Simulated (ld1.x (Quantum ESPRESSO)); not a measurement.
**hydrogen (H): one change to an ultrasoft potential, before and after**

hydrogen (H), ultrasoft, made with ld1.x (Quantum ESPRESSO) 7.5 (Wu–Cohen, scalar-relativistic). Core none, reference 1s1. Waves: 1s (bound): rcut 1.00, rcutus 1.35 bohr; 1s channel at -0.15 Ry: rcut 1.00, rcutus 1.35 bohr; 2p channel at 0.45 Ry: rcut 1.00, rcutus 1.25 bohr. Local part: all-electron potential smoothed inside 1.10 bohr (lloc = -2). Core correction: none. Augmentation charge: built from norm-conserving waves at rcut, not smoothed further.

All-electron outer shells of the reference configuration (Wu–Cohen, scalar-relativistic, ld1.x):

| shell | level (eV) | outermost node (bohr) | outermost maximum (bohr) |
| --- | --- | --- | --- |
| 1s | -6.37 | – | 1.04 |

Change: type TM; waves now 2p channel at 0.45 Ry: rc 1.25 bohr; 1s (bound): rc 1.35 bohr; local potential the s channel.

Cutoffs: the cutoffs (Ry, on a coarse ladder) from which the occupation-weighted sum of valence levels, in a spherical-Bessel basis at the reference potential, stays within 10 and 1 mRy of its value at 400 Ry; they do not see the model core or the augmentation charge, which bear on the density cutoff. Errors are all-electron minus pseudo energies relative to the spin-unpolarised reference configuration.

What does the change do?

The potential gets harder (12 Ry and 21 Ry → 18 Ry and 35 Ry); neither file shows a bound ghost. Several settings change at once here, so the effects cannot be laid on one of them.

| quantity | base | changed |
| --- | --- | --- |
| cutoff, loose | 12 Ry | 18 Ry |
| cutoff, tight | 21 Ry | 35 Ry |
| bound ghosts | none | none |
| error for 1s0.5, meV [ΔE 4.68 eV] | +0.7 | +2.3 |
| s: phases at 1.50 bohr within 0.05 rad from the reference energy up to (Ry; the scan ends near 5) | to the end of the scan | 4.7 |
| p: phases at 1.50 bohr within 0.05 rad from the reference energy up to (Ry; the scan ends near 5) | to the end of the scan | to the end of the scan |
